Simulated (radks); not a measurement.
The germanium ion Ge2+, configuration [Ar] 3d10 4s2.

All-electron calculation, non-relativistic Kohn-Sham, PBE, spin-unpolarised, spherical densities, point nucleus. Program: a radial shooting solver on a logarithmic mesh with Libxc functionals.

Energy parts (Ry):
part                       energy
total                 -4151.58069
kinetic                4148.96777
electron-nucleus      -9891.59990
Hartree                1747.33121
exchange-correlation   -156.27977

Orbitals (lengths in bohr, moments of r in powers of bohr; <r^-3> diverges for s and p1/2):
| orbital | occ. | eigenvalue (Ry) | <r> | <r^-3> | <1/r> |
|---|---|---|---|---|---|
| 1s | 2 | -795.4966 | 0.04786 | - | 31.50 |
| 2s | 2 | -99.73857 | 0.2139 | - | 6.920 |
| 2p | 6 | -88.95612 | 0.1853 | 939.0 | 6.891 |
| 3s | 2 | -13.43907 | 0.6350 | - | 2.232 |
| 3p | 6 | -9.86859 | 0.6515 | 125.9 | 2.109 |
| 3d | 10 | -3.67374 | 0.7280 | 14.28 | 1.792 |
| 4s | 2 | -2.11559 | 1.970 | - | 0.6629 |

The highest occupied level is 4s at -28.784 eV. The electron density at the nucleus is 2.25e+04 e/bohr^3. Virial ratio -V/T = 2.00063.

Run on one thread of a shared host, so times are rough (Arm Neoverse V2): 0.06 s of CPU time, 0.06 s wall, 14 iterations on 2486 mesh points.
